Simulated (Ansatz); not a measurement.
`[F][Ti]([F])([SH])[Cl]` + H₂Se → `[F][Ti]([F])([Cl])[SeH]` + H₂S at 700 K and 1 bar (ligand exchange at a Ti–S bond).

Program: Ansatz. Geometries: PBE0-D4/def2-TZVP. ΔE: electronic, gas phase. CCSD(T)/CBS adds triple-zeta CCSD(T) − MP2 to the extrapolated MP2 energy (def2 sets, frozen cores). This one scheme is used for every species. For Se, Ti outer-core shells are correlated without core-valence functions, which leaves a few kJ/mol of doubt a bond. Scalar relativity is left out up to krypton. One conformer a species, not always the lowest.

```
                  species  CCSD(T)/CBS energy (Eh)  H − E (kJ/mol)  S (J/(mol·K))
 `[F][Ti]([F])([SH])[Cl]`              -1906.90100           107.7          462.8
                     H₂Se              -2401.89790            61.1          251.1
`[F][Ti]([F])([Cl])[SeH]`              -3909.82967           105.8          477.3
                      H₂S               -398.97279            64.8          236.9
```

H − E and S are ideal-gas, rigid-rotor, harmonic terms from PBE0-D4/def2-TZVP, for one conformer and one mirror image of each species. 1 Eh = 2625.50 kJ/mol, R = 8.31446 J/(mol·K).

Task: By hand: ΔE, ΔH, ΔS and ΔG.

Result: ΔE = (-3909.82967) + (-398.97279) − (-1906.90100) − (-2401.89790) = -0.00356 Eh = -9.3 kJ/mol. Δ(H − E) = 105.8 + 64.8 − 107.7 − 61.1 = 1.8, so ΔH = -7.5 kJ/mol. ΔS = 477.3 + 236.9 − 462.8 − 251.1 = 0.3 J/(mol·K). ΔG = -7.5 − 700 × (0.3)/1000 = -7.7 kJ/mol.

Task: By hand: the equilibrium constant, and the temperature at which ΔG would vanish if ΔH and ΔS stayed fixed.

Result: log₁₀ K = −ΔG/(RT ln 10) = 0.6. ΔH and −TΔS have one sign here, so there is no such temperature.

The number of gas molecules stays the same, so ΔS is small and ΔH decides. A doubt of 5 kJ/mol in ΔE shifts log₁₀ K by 0.4 here. Other conformers and mirror images would add mixing entropy, several J/(mol·K) or more a flexible species. These are equilibria of isolated gas molecules and say nothing of rates. Largest T1 diagnostic: 0.025 (customary marks: 0.02 for closed shells, 0.045 for open ones).

ΔS is within the doubt of such terms, so its sign, and with it that verdict, could turn.
